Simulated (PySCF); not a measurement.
C₂H₂Cl, SMILES [CH]=CCl, multiplicity 2. The structure is a stationary point at PBE0-D3(BJ)/def2-TZVP. The isomer is the one that the SMILES or the coordinates give; other isomers of the formula were not compared.

Q: Give the equilibrium geometry at PBE0-D3(BJ)/def2-TZVP (PySCF confirms it by a frequency run) as bond lengths and angles, and its point group. (The exact figures need the calculation; the answer reports its results.)

A: point group Cs.
Atoms: C1 C2 Cl3 H4 H5. Bonds (Å): C1–C2 1.297, C1–H4 1.076, C2–Cl3 1.747, C2–H5 1.083. Bond angles (°): C2–C1–H4 141.8, C1–C2–Cl3 122.8, C1–C2–H5 124.6, Cl3–C2–H5 112.7.
Charge 0, spin multiplicity 2.
